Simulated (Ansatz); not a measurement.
Cost and result for the atomization energy of C2H6AlNO3, SMILES `CC#[N+][Al-]([OH])([OH])[OH]` (13 atoms, 12 bonds).

```xyz
13

C     0.5943   -2.8524   -0.2926
C     0.3020   -1.4480   -0.1487
N     0.0705   -0.3361   -0.0347
Al   -0.3394    1.6293    0.1672
O    -1.1342    1.6081    1.6892
O    -1.3172    1.8693   -1.2240
O     1.2543    2.2673    0.1243
H     1.6684   -3.0153   -0.1915
H     0.0692   -3.4168    0.4795
H     0.2680   -3.1956   -1.2756
H    -2.0663    1.8115    1.7332
H    -0.9900    2.4133   -1.9376
H     1.6203    2.6653    0.9115
```

Total charge 0; spin multiplicity 1. Geometry: relaxed with PBE0-D4/def2-TZVP. It is one conformer, not always the lowest. Program: Ansatz. All runs use 4 threads of an Intel Xeon 6975P-C on a shared host. Times are those of one run each, without the atoms' runs, and a repeat can differ threefold. Electronic energies, without spin–orbit coupling; frozen cores. CCSD(T)/CBS adds CCSD(T) − MP2 in def2-TZVPP to the MP2 limit, and its time is that of the two runs behind it. T1 = 0.012. HSE06 is the plane-wave form, built on full-range PBE exchange.

CCSD(T)/CBS is a level of theory with its own doubt, some kJ/mol a heavy atom from the limit and from the frozen cores, so smaller differences don't rank the functionals.

```csv
level,functions,wall time,atomization (kcal/mol),difference from CCSD(T)/CBS,per bond
LDA (SPW92)/def2-TZVPP,312,1.1 s,1494.2,188.0,15.7
PBE-D4/def2-TZVPP (with forces),312,1.9 s,1327.8,21.6,1.8
BHLYP-D4/def2-TZVPP,312,2.5 s,1244.4,-61.8,-5.2
HSE06-D4/def2-TZVPP,312,2.6 s,1291.6,-14.6,-1.2
CAM-B3LYP-D4/def2-TZVPP,312,2.8 s,1305.5,-0.7,-0.1
r2SCAN-D4/def2-TZVPP (with forces),312,3 s,1300.6,-5.6,-0.5
B2PLYP/def2-TZVPP,312,4.5 s,1290.3,-15.9,-1.3
PBE-QIDH/def2-TZVPP,312,4.6 s,1283.8,-22.4,-1.9
CCSD(T)/def2-SVP,132,6 s,1217.9,-88.3,-7.4
ωB97M-V/def2-TZVPP (with forces),312,7.5 s,1303.3,-2.9,-0.2
MP2/def2-QZVPP,592,20 s,1330.9,24.7,2.1
CCSD(T)/def2-TZVPP,312,4.2 min,1266.5,-39.7,-3.3
CCSD(T)/CBS(def2),–,4.5 min,1306.2,0.0,0.0
```

In def2-TZVPP, CCSD(T) changes the Hartree–Fock value by +356.1 kcal/mol (the triples alone add +22.9 kcal/mol) and MP2 by +396.6 kcal/mol; breaking electron pairs costs correlation energy, which Hartree–Fock lacks. The D4 term adds +9.2 kcal/mol with B3LYP and +4.9 kcal/mol with PBE0; it sums over pairs of atoms, weighted by their polarisabilities, and B3LYP, whose exchange is more repulsive, gets the larger term. From r2SCAN to r2SCAN0 (25 % exact exchange), in def2-TZVPP and without D4, the atomization energy moves by −32.2 kcal/mol: exact exchange takes away binding that semilocal exchange gives to molecules.

B3LYP here is the variant with VWN-RPA as its local correlation; programs differ in this.
